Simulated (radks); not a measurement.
Species: Cs+. Configuration: [Kr] 4d10 5s1.5 5p6 6s0.5 (fractional occupations, a model configuration). Calculated with a radial shooting solver on a logarithmic mesh with Libxc functionals: scalar-relativistic Kohn-Sham, SCAN, spin-unpolarised, spherical densities, finite nucleus; meta-GGA in the generalised Kohn-Sham scheme; Fermi nuclear charge, rms radius 4.8041 fm.

Normalised radial functions P(r) = r R(r), r in bohr:

r,4s,5s,6s
0.004989,0.2425,0.0957,0.0319
0.006815,0.2864,0.1129,0.0377
0.009311,0.3210,0.1265,0.0422
0.01262,0.3313,0.1306,0.0436
0.01724,0.2969,0.1169,0.0390
0.02336,0.1964,0.0771,0.0257
0.03192,0.0102,0.0035,0.0011
0.04361,-0.2409,-0.0956,-0.0319
0.0591,-0.4678,-0.1846,-0.0616
0.08074,-0.5285,-0.2068,-0.0689
0.1094,-0.2730,-0.1028,-0.0341
0.1495,0.2852,0.1194,0.0402
0.2042,0.7681,0.3015,0.1005
0.2768,0.6393,0.2238,0.0733
0.3781,-0.2340,-0.1472,-0.0516
0.5124,-1.1673,-0.4567,-0.1515
0.7001,-1.3888,-0.2918,-0.0852
0.9564,-0.8687,0.3119,0.1226
1.296,-0.3148,0.8151,0.2535
1.771,-0.0593,0.8470,0.1365
2.4,-0.0058,0.5285,-0.1571
3.279,-0.0002,0.1952,-0.4316
4.479,0.0000,0.0388,-0.5220
6.07,0.0000,0.0043,-0.3933
8.293,0.0000,0.0002,-0.1690
11.24,0.0000,0.0000,-0.0388
15.35,0.0000,0.0000,-0.0038

4s: eigenvalue -234.22 eV, 3 radial nodes at r = 0.0324, 0.129, 0.353 bohr, <r> = 0.695 bohr, 90 % of the charge inside 0.999 bohr. 5s: eigenvalue -35.436 eV, 4 radial nodes at r = 0.0323, 0.128, 0.340, 0.825 bohr, <r> = 1.73 bohr, 90 % of the charge inside 2.50 bohr. 6s: eigenvalue -6.328 eV, 5 radial nodes at r = 0.0323, 0.128, 0.338, 0.804, 2.06 bohr, <r> = 4.83 bohr, 90 % of the charge inside 6.96 bohr.
